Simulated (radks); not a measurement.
Results of a calculation; reference values are marked as such.
All-electron atom: H I in 1s1.

Level of theory: non-relativistic Kohn-Sham, PBE, spin-polarised, spherical densities, point nucleus; open shells are filled with parallel spins first (a radial shooting solver on a logarithmic mesh with Libxc functionals).

Energy parts (eV):
| part | energy |
|---|---|
| total | -13.605 |
| kinetic | 13.465 |
| electron-nucleus | -27.053 |
| Hartree | 8.349 |
| exchange-correlation | -8.367 |

Orbitals (lengths in bohr, moments of r in powers of bohr; r(max) is where P^2 peaks; r(90%) holds 90 % of the orbital's charge):
orbital  occ.  eigenvalue (eV)  r(90%)  r(max)
1s up       1          -7.5944    2.78  0.9828

The highest occupied level is 1s up at -7.594 eV. The spin density at the nucleus is 0.3288 e/bohr^3 (1s 0.3288), a Fermi contact field of 17.2 T. Spin moment in Bohr magnetons: 1. The density falls to 0.001 e/bohr^3 at r = 2.91 bohr. Virial ratio -V/T = 2.01047. Summed over all electrons, <r^2> = 3.238 bohr^2, which gives a Langevin (diamagnetic) susceptibility term of -2.56 x 10^-6 cm^3/mol. The electron density at the nucleus is 0.3288 e/bohr^3. For comparison, the ionisation energy in NIST's Atomic Spectra Database is 13.598 eV (theoretical). In exact Kohn-Sham theory the highest level is minus the ionisation energy, but local and semilocal functionals leave it too shallow, through self-interaction and a potential that decays too fast; potentials with the right tail come closer.
